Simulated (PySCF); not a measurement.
**Unknown: peak-picked proton spectrum**

Formula C7H8. The spectrum was simulated from the full spin Hamiltonian at 600 MHz with 1.0 Hz Lorentzian lines, from shifts rounded to 0.01 ppm and J to 0.1 Hz, couplings under 1 Hz left out.

```csv
region,integral (H),ppm,Hz,height
1,2,7.395,4436.9,8
1,,7.381,4428.6,20
1,,7.367,4420.2,14
2,3,7.297,4377.9,28
2,,7.282,4369.4,20
2,,7.273,4363.8,11
2,,7.259,4355.5,12
2,,7.246,4347.3,7
3,3,2.390,1434.0,100
```

Fast rotation and ring inversion assumed for equivalent nuclei, no solvent, one conformer, non-relativistic Hamiltonian. Geometry: PBE0-D3(BJ)/def2-SVP; σ from GIAO-PBE0/pcSseg-1; couplings computed with B3LYP/pcJ-1 (without the spin–dipole term); PySCF 2.14.0 with density-fitted response routines.

Shifts are taken against calculated references (same method and geometry level): ¹H (σref 31.27) against TMS.

**Question.** Analyse the multiplets.

**Answer.** ¹H NMR (600 MHz, computed): δ 7.38 (t, J = 8.4 Hz, 2H), 7.29 (d, J = 8.5 Hz, 2H), 7.26 (t, J = 8.3 Hz, 1H), 2.39 (s, 3H). These are first-order names from the parameters used; overlap and second-order distortion can hide them in the list.

**Question.** What is the compound?

**Answer.** `CC1=CC=CC=C1`.

Atom-mapped SMILES (the numbers label the heavy atoms): `[CH3:1][c:2]1[cH:3][cH:4][cH:5][cH:6][cH:7]1`. Hydrogens are named by the atom that carries them.

δ 7.38: H(C4)/H(C6), hydrogen on an aromatic CH, coupled to H(C3)/H(C7) and H(C5) (8.4 Hz). δ 7.29: H(C3)/H(C7), hydrogen on an aromatic CH, coupled to H(C4)/H(C6) (8.5 Hz). δ 7.26: H(C5), hydrogen on an aromatic CH, coupled to H(C4)/H(C6) (8.3 Hz). δ 2.39: H(C1), hydrogen on a methyl carbon on an aromatic ring.

The shifts were computed for this structure.

Multiplet labels drop couplings under 1 Hz and merge nearly equal ones. Couplings among chemically equivalent protons are left out too, so labels in AA′BB′ or AA′XX′ sets are apparent multiplicities. Unscaled 3J(H,H) at this level run about 9 % above measured values.
